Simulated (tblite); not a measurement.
Species: C₄H₈F₂O₂.
Atom-mapped SMILES: `[CH3:1][O:2][C@H:3]([CH2:4][F:5])[O:6][CH2:7][F:8]` (hydrogens: H9, H10, H11 on C1; H12 on C3; H13, H14 on C4; H15, H16 on C7)

Computed with GFN2-xTB (tblite), gas phase: L-BFGS steps from a force-field or distance-geometry start until the largest atomic force falls under 0.01 eV/Å.

The end geometry, which sets the zero of energy:
```
atom  x, y, z in Å
C1     -1.8520   -0.4725    0.7813
O2     -0.8464   -0.5712   -0.2057
C3      0.2271    0.3113   -0.0297
C4     -0.1089    1.7611   -0.4066
F5     -0.6683    2.4159    0.6586
O6      1.2619   -0.0831   -0.8956
C7      1.7827   -1.3320   -0.6467
F8      2.5366   -1.3220    0.5037
H9     -2.3648    0.4919    0.7398
H10    -2.5584   -1.2707    0.5654
H11    -1.4318   -0.6092    1.7838
H12     0.5677    0.2878    1.0250
H13     0.8096    2.2869   -0.6759
H14    -0.8276    1.7871   -1.2297
H15     2.4565   -1.5745   -1.4739
H16     1.0084   -2.0980   -0.5052
```

**Question.** These geometries come from the run, each turned onto the end geometry. Order them by energy, lowest first.
A.
```
atom  x, y, z in Å
C1     -1.8521   -0.4329    0.7850
O2     -0.9006   -0.5770   -0.2574
C3      0.2455    0.2766   -0.0796
C4     -0.1234    1.7482   -0.3883
F5     -0.7069    2.3004    0.7257
O6      1.2510   -0.1081   -1.0092
C7      1.8188   -1.3537   -0.6534
F8      2.4703   -1.1904    0.5374
H9     -2.3527    0.5378    0.7164
H10    -2.6230   -1.2089    0.6626
H11    -1.4042   -0.5558    1.7693
H12     0.6164    0.2012    0.9442
H13     0.7633    2.3321   -0.6043
H14    -0.8233    1.8202   -1.2155
H15     2.5505   -1.6366   -1.4024
H16     1.0627   -2.1441   -0.5417
```
B.
```
atom  x, y, z in Å
C1     -1.8673   -0.4626    0.7855
O2     -0.8748   -0.5772   -0.2131
C3      0.2092    0.2926   -0.0400
C4     -0.1038    1.7518   -0.4006
F5     -0.6547    2.4081    0.6677
O6      1.2355   -0.1000   -0.9161
C7      1.7960   -1.3286   -0.6534
F8      2.5371   -1.2809    0.5039
H9     -2.3792    0.5013    0.7315
H10    -2.5784   -1.2638    0.5988
H11    -1.4303   -0.5779    1.7834
H12     0.5546    0.2558    1.0118
H13     0.8268    2.2619   -0.6574
H14    -0.8159    1.7996   -1.2278
H15     2.4888   -1.5493   -1.4718
H16     1.0487   -2.1217   -0.5138
```
C.
```
atom  x, y, z in Å
C1     -1.8616   -0.4523    0.7812
O2     -0.8765   -0.5809   -0.2206
C3      0.2080    0.2881   -0.0494
C4     -0.1088    1.7491   -0.3967
F5     -0.6696    2.3800    0.6820
O6      1.2256   -0.1062   -0.9325
C7      1.7951   -1.3277   -0.6504
F8      2.5175   -1.2618    0.5170
H9     -2.3689    0.5142    0.7290
H10    -2.5754   -1.2513    0.6056
H11    -1.4154   -0.5674    1.7739
H12     0.5644    0.2472    1.0005
H13     0.8238    2.2613   -0.6470
H14    -0.8196    1.8064   -1.2246
H15     2.4909   -1.5544   -1.4635
H16     1.0628   -2.1354   -0.5161
```
D.
```
atom  x, y, z in Å
C1     -1.8540   -0.4420    0.7802
O2     -0.8787   -0.5739   -0.2310
C3      0.2122    0.2822   -0.0671
C4     -0.1168    1.7421   -0.3938
F5     -0.6828    2.3466    0.6988
O6      1.2245   -0.1203   -0.9511
C7      1.7931   -1.3350   -0.6510
F8      2.4980   -1.2427    0.5271
H9     -2.3569    0.5260    0.7309
H10    -2.5739   -1.2368    0.6069
H11    -1.4056   -0.5522    1.7735
H12     0.5816    0.2342    0.9739
H13     0.8070    2.2719   -0.6265
H14    -0.8260    1.8101   -1.2227
H15     2.5090   -1.5580   -1.4484
H16     1.0617   -2.1435   -0.5110
```
E.
```
atom  x, y, z in Å
C1     -1.8537   -0.4303    0.7803
O2     -0.8830   -0.5828   -0.2339
C3      0.2162    0.2731   -0.0911
C4     -0.1160    1.7425   -0.3901
F5     -0.7015    2.3071    0.7149
O6      1.2151   -0.1348   -0.9912
C7      1.8020   -1.3349   -0.6543
F8      2.4806   -1.2278    0.5382
H9     -2.3501    0.5417    0.7306
H10    -2.5867   -1.2171    0.6244
H11    -1.3951   -0.5436    1.7669
H12     0.6014    0.2128    0.9413
H13     0.7892    2.3176   -0.6042
H14    -0.8328    1.8100   -1.2111
H15     2.5444   -1.5934   -1.4159
H16     1.0624   -2.1313   -0.5163
```

**Answer.** B (0.003 eV), C (0.006 eV), D (0.012 eV), E (0.028 eV), A (0.125 eV).

In the order of the answer:

```tsv
step	E above end (eV)	largest force (eV/Å)	rms force component (eV/Å)	rms distance from end (Å)	rms bond change (Å)	bond most changed (Å)
21	0.003	0.03	0.012	0.031	0.000	C3–H12 -0.001
15	0.006	0.09	0.033	0.042	0.001	C1–H10 -0.002
12	0.012	0.14	0.045	0.057	0.002	O2–C3 -0.004
5	0.028	0.18	0.057	0.082	0.002	C3–H12 -0.005
0	0.125	1.41	0.376	0.095	0.017	O2–C3 +0.039
```

What follows is the cost of the whole relaxation. The run took 0.24 s of wall time on an Arm Neoverse V1 with one thread, shared host.
